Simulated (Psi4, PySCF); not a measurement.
H₅MgNSi, singlet, at a GFN2-xTB geometry (such geometries of metal compounds can be far from the true shape). Base run: B3LYP/6-31G, TDDFT run with PySCF.

Input for PySCF:
```python
from pyscf import gto, scf, dft, tdscf

mol = gto.Mole()
mol.atom = '''
    Mg    0.34133009    0.78853702   -0.11588170
    N    -0.45843195    1.80050402   -1.48065086
    H    -0.54265540    2.79070880   -1.68235961
    H    -0.77972379    1.33554433   -2.32727059
    Si    0.04343324   -1.44217926    0.88973426
    H     0.10713859   -2.50277381   -0.14415556
    H    -1.28139552   -1.60825690    1.52944756
    H     1.00163325   -1.89068515    1.92319506
'''
mol.basis = '6-31g'
mol.verbose = 4
mol.build()

mf = dft.RKS(mol)
mf.xc = 'b3lyp'
mf.kernel()
td = mf.TDDFT()
td.nstates = 5
td.kernel()
td.analyze()
```

Programs used: Psi4, PySCF; a row that names a program was run with it.

Variants of this job, named by their change:

| change | first excitation (eV) | oscillator strength of the first | second (eV) |
|---|---|---|---|
| base | 3.14 | 0.025 | 4.63 |
| functional = camb3lyp | 3.62 | 0.029 | 4.96 |
| functional = pbe | 2.72 | 0.023 | 4.21 |
| functional = hf | 4.89 | 0.040 | 5.41 |
| code = psi4 | 3.14 | 0.025 | 4.63 |
| functional = bhandhlyp | 3.85 | 0.030 | 5.06 |
| functional = blyp | 2.66 | 0.022 | 4.21 |
| states = triplets; response = Tamm-Dancoff | 2.82 | - | 3.73 |
| functional = pbe0 | 3.33 | 0.028 | 4.76 |
| guess vectors = 13 for 5 states | 3.14 | 0.025 | 4.63 |

An iterative solver can miss low states, so a row lists the states that it found.
